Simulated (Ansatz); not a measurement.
Species: WF$_{2}$ (charge 0, quintet). The spin state was set by rule; other spins were not relaxed. 
Structure (B3LYP-D3(BJ)/def2-TZVP (Ansatz, a first-principles code) minimum search):
SMILES: [F][W][F]
```xyz
3

W      0.0027     0.0031    -0.1202
F      1.7806     0.0207     0.5344
F     -1.8024    -0.0459     0.4537
```
Charge 0, spin multiplicity 5.

Dipole moments at this geometry, in debye (magnitudes).

```json
[
 {"level": "PBE/def2-TZVPD", "program": "Ansatz", "dipole (D)": "1.32"},
 {"level": "HSE06/def2-TZVPD", "program": "Ansatz", "dipole (D)": "1.53"},
 {"level": "CAM-B3LYP/def2-TZVPD", "program": "Ansatz", "dipole (D)": "1.57"},
 {"level": "LC-wPBE/def2-TZVPD", "program": "Ansatz", "dipole (D)": "1.51"},
 {"level": "CCSD(T)/def2-SVPD", "program": "Ansatz", "dipole (D)": "1.58"}
]
```
